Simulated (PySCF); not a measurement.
# Energy of Nb⁺ (niobium, charge +1) between two integer charges

The 4d alpha orbital of [Kr] 4d4 is emptied in steps (occupation f), with all orbitals relaxed, ending at [Kr] 4d3. Computed with PySCF 2.14 in def2-TZVPPD with the def2 core potential (28 electrons) (6s4p3d2f1g, 56 functions), with scalar relativity through the core potential. The exact energy is a straight line in f; departures are measured from the line between the end points of the same method.

```tsv
f	UHF (eV)
1	0.000
0.9	0.092
0.7	0.214
0.5	0.239
0.3	0.193
0.1	0.080
0	0.000
```

```
method  E(f=0) − E(f=1) (eV)  −ε at f=1 (eV)  −ε at f=0.5 (eV)
   UHF                13.061          14.106            13.009
```

Orbital energy along the path (eV):

| f | UHF |
| --- | --- |
| 1 | -14.106 |
| 0.9 | -13.854 |
| 0.7 | -13.342 |
| 0.5 | -13.009 |
| 0.3 | -12.657 |
| 0.1 | -12.338 |
| 0 | -12.190 |

Reference removal energy between the ground levels: 14.32 eV (semi-empirical (NIST evaluation); NIST Atomic Spectra Database, ionization energies). The calculation has no spin-orbit coupling. The determinant left behind need not be the lowest term of the ion. UHF lacks correlation.
